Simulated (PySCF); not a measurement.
## Working with the constants of TlH

RHF-CCSD(T) constants of TlH, ¹Σ⁺ (singlet), closed shell (basis Tl cc-pVDZ-PP with ECP60, H cc-pVDZ; scalar-relativistic core potentials; PySCF 2.14; masses 204.9744 and 1.0078 u):

- ωe: 1376.4 cm⁻¹
- ωexe: 21.5 cm⁻¹
- Be: 4.6498 cm⁻¹
- αe: 0.132 cm⁻¹
- D (centrifugal): 0.000212 cm⁻¹
- De to Tl + H: 2.39 eV

Q: Give the band origin of the fundamental and the first lines of its P and R branches.

A: ν0 = ωe − 2ωexe = 1333.4 cm⁻¹, B0 = 4.5838, B1 = 4.4518 cm⁻¹.

| J″ | P(J″) − ν0 | R(J″) − ν0 |
| --- | --- | --- |
| 0 |  | 8.903 |
| 1 | -9.167 | 17.536 |
| 2 | -18.592 | 25.896 |
| 3 | -28.272 | 33.976 |
| 4 | -38.200 | 41.772 |
| 5 | -48.372 | 49.278 |
| 6 | -58.782 | 56.490 |

Q: Near which J would the R branch turn back, without centrifugal distortion?

A: At J ≈ (B0 + B1)/(2(B0 − B1)) − 1 ≈ 33.

Correlated steps freeze 4 core orbitals. Correlated levels converge slowly with the basis: in double zeta they bind strong bonds too weakly, by up to about 1 eV, and carry superposition errors of some tenths. These are scalar-relativistic numbers at best; spin–orbit coupling would shift them, the dissociation energy most. Where the molecule has an RHF reference, its open-shell atoms are computed with UHF.
